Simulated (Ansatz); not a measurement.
Br3HHfO (`[OH][Hf]([Br])([Br])[Br]`) from Hartree–Fock to CCSD(T)

```csv
atom,x (Å),y (Å),z (Å)
O1,1.393,0.485,-0.258
Hf2,-0.352,-0.123,0.065
Br3,-0.348,-2.612,0.117
Br4,-1.129,0.770,2.257
Br5,-1.844,0.686,-1.757
H6,2.280,0.794,-0.424
```

The species carries charge 0 and has multiplicity 1. Correlated methods include outer-core shells of Br, Hf, which these sets cover unevenly. Scalar relativity is left out up to krypton. Hf: def2 effective core potential. Geometry: relaxed with PBE0-D4/def2-TZVP. It is one conformer, not always the lowest. Frozen core, restricted reference, the Gaussian-basis code of Ansatz.

```csv
basis,HF (Eh),MP2 corr.,CCSD corr.,(T),CCSD(T) total
def2-SVP,-7839.48584,?,-1.09424,?,?
def2-TZVPP,?,?,–,–,–
def2-QZVPP,-7840.70009,-2.40027,–,–,–
```

Fill in the withheld values. (Estimate.)

Computed: def2-SVP MP2 corr.: -1.09727; def2-SVP (T): -0.03038; def2-SVP CCSD(T) total: -7840.61046; def2-TZVPP HF (Eh): -7840.54825; def2-TZVPP MP2 corr.: -1.37819.
